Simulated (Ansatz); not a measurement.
Calculated with Ansatz (gas phase, PBE0-D4/def2-TZVP geometries, no zero-point term in ΔE). CBS: MP2 limit from def2 TZ/QZ plus the TZ coupled-cluster correction, frozen cores. DFT in def2-TZVPP. Each species was taken in one conformer, which may not be the lowest.

Consider the formal exchange of groups at the Si–N bond: `C=C[SiH](Cl)N[SiH2]Cl` + `CC(=O)Cl` → `C=C[SiH](Cl)Cl` + `CC(=O)N[SiH2]Cl`.

CCSD(T)/CBS gives -0.73 eV.

Q: Another level gave -0.74 eV. Which?
A. r2SCAN/def2-TZVPP
B. PBE-D4/def2-TZVPP
C. PBE0/def2-TZVPP
D. HF/def2-TZVPP

A: A. r2SCAN -0.74, HF/def2-TZVPP -0.88, PBE0 -0.81, PBE-D4 -0.70 eV.

Largest T1 diagnostic among the species: 0.014.

In def2-TZVPP, CCSD(T) changes the Hartree–Fock value by +0.17 eV (the triples alone add +0.04 eV) and MP2 by +0.17 eV. From PBE to PBE0 (25 % exact exchange), in def2-TZVPP and without D4, ΔE moves by −0.08 eV. The D4 term adds +0.06 eV with B3LYP and +0.04 eV with PBE0; it sums over pairs of atoms, weighted by their polarisabilities, and B3LYP, whose exchange is more repulsive, gets the larger term.

B3LYP here is the variant with VWN-RPA as its local correlation; programs differ in this.
